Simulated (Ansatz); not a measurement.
Program: Ansatz. Geometries: PBE0-D4/def2-TZVP. ΔE: electronic, gas phase. CCSD(T)/CBS is the MP2 limit (def2-TZVPP, def2-QZVPP) plus CCSD(T) − MP2 in def2-TZVPP, frozen cores. This one scheme is used for every species. DFT in def2-TZVPP. B3LYP here is the variant with VWN-RPA as its local correlation; programs differ in this. One conformer a species, not always the lowest.

Consider the hydrogenolysis of a B–C bond: `CCCBS` + H₂ → `BS` + `CCC`.

CCSD(T)/CBS gives -19.5 kJ/mol.

(1) Another level gave -24.9 kJ/mol. Which?
A. HF/def2-TZVPP
B. SCS-MP2/def2-TZVPP
C. B3LYP/def2-TZVPP
D. ωB97M-V/def2-TZVPP

Largest T1 diagnostic among the species: 0.015.

## Answers

(1) B. SCS-MP2/def2-TZVPP -24.9, B3LYP -37.4, HF/def2-TZVPP -54.0, ωB97M-V -20.1 kJ/mol.

The D4 term adds +15.1 kJ/mol with B3LYP and +8.6 kJ/mol with PBE0; it sums over pairs of atoms, weighted by their polarisabilities, and B3LYP, whose exchange is more repulsive, gets the larger term. In def2-TZVPP, CCSD(T) changes the Hartree–Fock value by +31.8 kJ/mol (the triples alone add +5.8 kJ/mol) and MP2 by +38.2 kJ/mol.
